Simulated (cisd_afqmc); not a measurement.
Input (AFQMC/CISD/def2-SVP; cisd_afqmc is a phaseless AFQMC code with CISD trial states that reads the integrals written by Ansatz):

Ansatz 0.2 input:
```python
import cisd_afqmc

open("ham.yaml", "w").write("""\
crystal:
  periodic: [false, false, false]
  atoms:
    - {symbol: Na, position_ang: [-0.94533733, -0.37410491, -0.72509004]}
    - {symbol: O, position_ang: [1.15903644, 0.34829250, 0.88122968]}
    - {symbol: H, position_ang: [1.12641914, 1.32881402, 0.92615296]}
basis:
  gaussian:
    orbitals: def2-SVP
magnetization: {spin_polarized: true, initial_magnetization: 2}
correlation: {method: ccsd, electrons: outside_noble_gas, hamiltonian_folder: ham}
""")
rep = cisd_afqmc.ansatz("ham.yaml")
e_ccsd = rep["correlation"]["coupled_cluster"]["energy"]["hartree"]
out = cisd_afqmc.run("ham", e_ccsd, trial="CISD", walkers=200, populations=8, threads=8, dt=0.005, steps=40, early=24, settle=10, least=32,
    cut=5e-5, rank_cut=2e-4, target=0.0004, seconds=1500, seed=1, memory=17280, gpu=False)
```

Output:

```
orbitals 28, occupied [5, 3], factors 130 of 316, rank of the doubles 97 of 190
E(HF) = -237.121855
E(CCSD) on the cut factors = -237.288324, shift to the whole factors -0.000004
Energy of the trial state on the determinant = -237.288336
  tau behind 7.2 of longer steps, mean of the populations' last blocks
   2.0  -237.29086
   4.0  -237.29080
   6.0  -237.29111
   8.0  -237.29114
blocks 280 (3 outliers left out), error by blocks joined: 1: 0.00006, 2: 0.00007, 4: 0.00008, 8: 0.00008, 16: 0.00008
E(AFQMC/CISD) = -237.29090 +/- 0.00008
```

This triplet is an excited state, 3.3 eV above the singlet at CCSD(T)/def2-QZVPP (Ansatz).
